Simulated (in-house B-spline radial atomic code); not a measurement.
The numbers below are computed, except where a source is named.
## Making a Troullier-Martins d channel for Sn, r_c = 0.77 bohr

Sn, [Kr] 4d10 5s2 5p2, non-relativistic LDA (VWN5), spherical and spin-unpolarised, from an all-electron radial atomic-structure program (B-spline basis) (atomic units). The all-electron 4d level is ε = -1.004953 hartree, its outermost node lies just inside 0.40 bohr and its outer maximum at 0.89 bohr.

Inside r_c the pseudo-orbital is u(r) = r^3 exp(p(r)), with p = c0 + c2 r² + c4 r⁴ + … + c12 r¹². The seven coefficients follow from p and its first four derivatives at r_c, from zero curvature of the screened potential at the origin, c4 = −c2²/(2l + 5), and from the norm inside r_c. At r_c the all-electron orbital has P = 1.001281, P' = 0.7143712, the screened potential V = -9.979915, V' = 29.43759, V'' = -110.2522, and the norm inside is Q = 0.2343611.

**Question.** What are p, p' and p'' at r_c?

**Answer.** p = ln(P/r_c^3) = ln(1.001281/0.456533) = 0.78537. p' = P'/P − 3/r_c = 0.71346 − 3.89610 = -3.18265. The radial equation gives p'' = 2(V − ε) − 2(3) p'/r_c − p'² = -17.94992 − (-24.79984) − 10.12924 = -3.27932. Differentiating, p''' = 2V' + 2(3)p'/r_c² − 2(3)p''/r_c − 2p'p'' = 31.347, and p'''' = 2V'' − 4(3)p'/r_c³ + 4(3)p''/r_c² − 2(3)p'''/r_c − 2p''² − 2p'p''' = -269.46.

For a trial c2 the five matching conditions are linear in c0, c6, c8, c10 and c12, and c2 is varied until the norm inside r_c equals Q. The root nearest zero gives:

```tsv
n	c_n
0	2.903038
2	-6.34494
4	-4.473141
6	66.19015
8	-161.1005
10	164.4362
12	-62.58659
```

**Question.** Check c4 and p(r_c), and find the screened pseudopotential at the origin.

**Answer.** −c2²/9 = -4.47314, as listed. The terms c_n r_c^n are 2.90304, -3.76192, -1.57245, 13.79551, -19.90777, 12.04772, -2.71875, which sum to 0.78537. Inverting the radial equation, V_l(r) = ε + 3 p'/r + (p'' + p'²)/2, so V_l(0) = ε + (2l + 3) c2 = -1.004953 + 7 × (-6.34494) = -45.4195 hartree, finite where the all-electron potential diverges.

Orbitals and screened potentials:

```
r (bohr)        P         u  V all-electron  V pseudo
   0.077  -0.1913  0.008014          -466.1    -45.34
   0.192  -0.5482    0.1018          -128.9    -42.76
   0.308  -0.3237    0.2931          -59.39    -33.01
   0.424   0.1518    0.4911          -33.61    -19.04
   0.539   0.5769    0.6744          -21.22    -10.32
   0.654   0.8587    0.8651          -14.29    -10.53
    0.77    1.001     1.001           -9.98     -9.98
```

Logarithmic derivatives P'/P at R = 1.07 bohr, for energies E around ε:

| E − ε (hartree) | all-electron | pseudo |
| --- | --- | --- |
| -0.5 | -0.100083 | -0.10132 |
| -0.25 | -0.352568 | -0.352921 |
| -0.1 | -0.51513 | -0.515191 |
| 0 | -0.62865 | -0.62865 |
| 0.1 | -0.746629 | -0.746698 |
| 0.25 | -0.932678 | -0.933149 |
| 0.5 | -1.27016 | -1.27237 |

**Question.** With P(R) = 0.9713958 and a norm of 0.5458681 inside R, what slope in energy does norm conservation fix?

**Answer.** d(P'/P)/dE = −2 × (norm inside R)/P(R)² = -1.1570 per hartree·bohr at E = ε, for both atoms, since orbital and norm agree at R. Differences over ±0.1 hartree give -1.1575 (all-electron) and -1.1575 (pseudo), which also hold third-order terms. Half a hartree below ε the two curves differ by -0.0012.
